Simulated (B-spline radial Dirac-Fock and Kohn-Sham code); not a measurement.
## Width and fluorescence yield of the M2 (3p1/2) hole, Cs to Ho

Model: independent-particle radiative and Coulomb Auger rates from relativistic LDA hole-state orbitals, with Dirac-Fock energies. Program: a B-spline atomic structure program. Free neutral atoms. Recommended widths: Campbell and Papp (2001); yields: xraylib tables.

| Z | element | Γ (eV) | recommended Γ | ω | Coster-Kronig yield |
| --- | --- | --- | --- | --- | --- |
| 55 | Cs | 5.18 | 3.70 | 0.00100 | 0.887 |
| 56 | Ba | 5.35 | 3.90 | 0.00111 | 0.885 |
| 57 | La | 5.49 | 4.10 | 0.00124 | 0.882 |
| 58 | Ce | 5.84 | 4.30 | 0.00129 | 0.886 |
| 59 | Pr | 6.37 | 4.50 | 0.00128 | 0.893 |
| 60 | Nd | 6.74 | 4.70 | 0.00134 | 0.896 |
| 61 | Pm | 7.11 | 5.00 | 0.00140 | 0.898 |
| 62 | Sm | 7.50 | 5.20 | 0.00146 | 0.900 |
| 63 | Eu | 7.89 | 5.40 | 0.00152 | 0.902 |
| 64 | Gd | 8.18 | 5.60 | 0.00163 | 0.901 |
| 65 | Tb | ? | ? | ? | ? |
| 66 | Dy | 9.09 | 6.00 | 0.00172 | 0.905 |
| 67 | Ho | 9.49 | 6.30 | 0.00179 | 0.906 |

Task: What does the model give for Tb?

Result: Γ = 8.69 eV, ω = 0.00165, Coster-Kronig yield 0.904; the recommended width is 5.80 eV.

Values without a named source are computed, but for edge energies of neutral atoms, which are taken from tables.
